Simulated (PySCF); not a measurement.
## How the method changes the constants of As₂

State: ¹Σg⁺ (singlet), closed shell. Set-up: PySCF, spin-free X2C with a Gaussian nucleus, basis sets As x2c-TZVPPall. De refers to As + As in their high-spin ground configurations, without counterpoise correction.

| Level | Re (Å) | ωe (cm⁻¹) | De (eV) | CPU s a point (SCF and correlation, without the integrals) |
| --- | --- | --- | --- | --- |
| RHF | 2.057 | 509 | 0.479 | 0.66 |
| RHF-MP2 | 2.125 | 405 | 3.76 | 1.2 |
| RHF-SCS-MP2 | 2.124 | 411 | 3.75 | n/a |
| RHF-CCSD | 2.096 | 456 | 3.22 | n/a |
| RHF-CCSD(T) | 2.115 | 432 | 3.62 | 41 |
| PBE | 2.116 | 432 | 4.20 | 1.8 |
| PBEsol | 2.102 | 440 | 4.54 | 1.4 |
| TPSS | 2.104 | 440 | 4.09 | 2.7 |
| r²SCAN | 2.092 | 453 | 3.86 | 3.4 |
| PBE0 | 2.086 | 463 | 3.69 | 4.7 |
| M06-2X | 2.086 | 474 | 3.35 | 3.6 |
| ωB97X | 2.064 | 492 | 4.16 | 5.2 |
| B2PLYP | 2.117 | 421 | 4.00 | 3.4 |

(1) Which functional lies closest to RHF-CCSD(T) in De, which farthest, and by how much do they differ from it?

(2) What does the step from GGA to meta-GGA do here, going from PBE to r²SCAN?

(3) What does second-order correlation do here, going from RHF to RHF-MP2?

Correlated steps freeze 18 core orbitals. Where the molecule has an RHF reference, its open-shell atoms are computed with UHF. B2PLYP dipoles, levels and charges come from its SCF part alone.

The whole job (state search and all levels along the bond) took about 7.2 min on 2 threads of Arm Neoverse V1 (shared host), peak memory 2.4 GiB.

Answers

(1) Closest is PBE0 (-2.9 pm in Re, +7.2 % in ωe, +0.07 eV in De against RHF-CCSD(T) in the same basis), farthest PBEsol (-1.3 pm in Re, +1.9 % in ωe, +0.92 eV in De). CCSD(T) converges more slowly with the basis than the functionals do and binds too weakly in this one, so the order can change at the basis-set limit.

(2) r²SCAN less PBE: -2.4 pm in Re, +4.9 % in ωe, -0.34 eV in De. 

(3) RHF-MP2 less RHF: +6.8 pm in Re, -20.4 % in ωe, +3.28 eV in De. Correlation nearly always deepens the well. The bond lengthens, as in strong covalent bonds, where excitations into antibonding orbitals dominate.
